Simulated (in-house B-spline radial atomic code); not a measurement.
Results of a calculation; reference values are marked as such.
**He in an electron gas of r_s = 1.65: phase shifts, screening and friction**

A nucleus sits in a uniform electron gas with a rigid positive background. The Kohn-Sham equations are solved self-consistently in the spin-unpolarised LDA (PW92), non-relativistic, on B-splines with outgoing waves at the boundary and partial waves to l = 8. The model has no lattice, no bands and no magnetic solution. Atomic units; δ_l are the phase shifts at the Fermi level, counted so that each bound state adds π, and good to about 0.0005.

The density parameter is r_s = 1.65 bohr.

| l | δ_l (rad) |
| --- | --- |
| 0 | 1.7841 |
| 1 | 0.3006 |
| 2 | 0.0625 |
| 3 | 0.0139 |
| 4 | 0.0034 |
| 5 | 0.0008 |
| 6 | 0.0002 |
| 7 | 0.0000 |
| 8 | -0.0001 |

Bound levels below the band bottom (hartree): s -0.302.

(1) Check the Friedel sum rule, and say where the screening charge sits.

(2) Find the transport cross section and the electronic stopping of a 10 keV He ion (mass 4.0 u).

Results:

(1) k_F = (9π/4)^(1/3)/r_s = 1.16313. The rule is Z = (2/π) Σ (2l + 1) δ_l. The terms are s 1.136, p 0.574, d 0.199, f 0.062 and 0.026 beyond, in all 1.996 against Z = 2. Bound states hold 2 s, 0 p, 0 d electrons, so the scattering states carry 0.00 in all; where a term is smaller than its bound count, the bound level has drawn weight out of the band.

(2) σ_tr = (4π/k_F²) Σ (l + 1) sin²(δ_l − δ_(l+1)). The terms for l = 0 to 3 are 0.9924, 0.1113, 0.0071, 0.0004, all together 1.1112, so σ_tr = 9.289 × 1.1112 = 10.322 bohr². With n = 3/(4π r_s³) = 0.05314, the friction coefficient is Q = n k_F σ_tr = 0.6380. For v well below v_F = 1.163, dE/dx = Q v; with 24801 eV per u at v = 1, v = √(10000/(24801 × 4.0)) = 0.3175, so dE/dx = 0.20257 hartree/bohr = 104 eV/nm. The largest term couples the s and p waves.
